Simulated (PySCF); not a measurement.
Question: Write Cartesian coordinates for `C#[C][AlH2-][NH3+]` as optimised with PBE0-D3(BJ)/def2-SVP.

Answer: 
```
atom  x, y, z in Å
C1     2.547   -0.547    0.094
C2     1.512    0.101    0.162
Al3   -0.178    1.073    0.246
N4    -1.371   -0.531   -0.256
H5     3.463   -1.109    0.040
H6    -0.732    1.418    1.706
H7    -0.485    2.068   -0.968
H8    -2.367   -0.312   -0.296
H9    -1.094   -0.896   -1.169
H10   -1.244   -1.287    0.420
```

Any rigid rotation of these coordinates is as good. Atoms count from 1 in this order. N4 (nitrogen bonded to Al and 3 H) is distorted tetrahedral (angles from 107.0° to 114.1°). The 4 heavy atoms lie in one plane (0.001 Å rms). Al3 (aluminium bonded to C, N and 2 H) has angles from 95.9° to 119.5°.

Bonds between heavy atoms (Å): C1≡C2 1.223, C2–Al3 1.950, Al3–N4 2.061.

Method: PBE0-D3(BJ)/def2-SVP geometry optimisation, gas phase in PySCF 2.14.0.

Point group: Cs (every atom within 0.08 Å of its image). Stationary, but not proved a minimum.
